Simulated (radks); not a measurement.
Neutral helium inside a hard spherical wall (all orbitals vanish at R), configuration held at [He] and not refilled when levels cross. Calculated with a radial shooting solver on a logarithmic mesh with Libxc functionals: non-relativistic Kohn-Sham, LDA (Slater exchange, Perdew-Wang correlation), spin-polarised, spherical densities, point nucleus. Eigenvalues in eV for spin up, with the zero of energy where the potential of the charges vanishes at infinity; a dash marks a level that is unbound or too diffuse for the functional's potential to be trusted. A positive occupied level is held by the wall or, in an anion where self-interaction has pushed it up, behind a barrier. The pressure on the wall is -dE/dV.

R (bohr) = free: E (hartree) -2.83446; kinetic (hartree) 2.767; e(1s) -15.517; e(2s, empty) -; e(2p, empty) -; pressure (GPa) 0
R (bohr) = 20: E (hartree) -2.83446; kinetic (hartree) 2.767; e(1s) -15.517; e(2s, empty) 0.240; e(2p, empty) 0.622; pressure (GPa) < 0.0001
R (bohr) = 15: E (hartree) -2.83446; kinetic (hartree) 2.767; e(1s) -15.517; e(2s, empty) 0.434; e(2p, empty) 1.020; pressure (GPa) < 0.0001
R (bohr) = 10: E (hartree) -2.83446; kinetic (hartree) 2.767; e(1s) -15.517; e(2s, empty) 1.098; e(2p, empty) 1.992; pressure (GPa) < 0.0001
R (bohr) = 8: E (hartree) -2.83445; kinetic (hartree) 2.767; e(1s) -15.517; e(2s, empty) 1.930; e(2p, empty) 2.913; pressure (GPa) < 0.0001
R (bohr) = 7: E (hartree) -2.83445; kinetic (hartree) 2.768; e(1s) -15.516; e(2s, empty) 2.752; e(2p, empty) 3.697; pressure (GPa) 0.000870
R (bohr) = 4: E (hartree) -2.82969; kinetic (hartree) 2.802; e(1s) -15.184; e(2s, empty) 13.166; e(2p, empty) 11.213; pressure (GPa) 1.45
R (bohr) = 3: E (hartree) -2.79608; kinetic (hartree) 2.968; e(1s) -13.705; e(2s, empty) 29.285; e(2p, empty) 21.000; pressure (GPa) 20.9
R (bohr) = 1.5: E (hartree) -1.78044; kinetic (hartree) 5.582; e(1s) 9.972; e(2s, empty) 171.25; e(2p, empty) 98.663; pressure (GPa) 2700
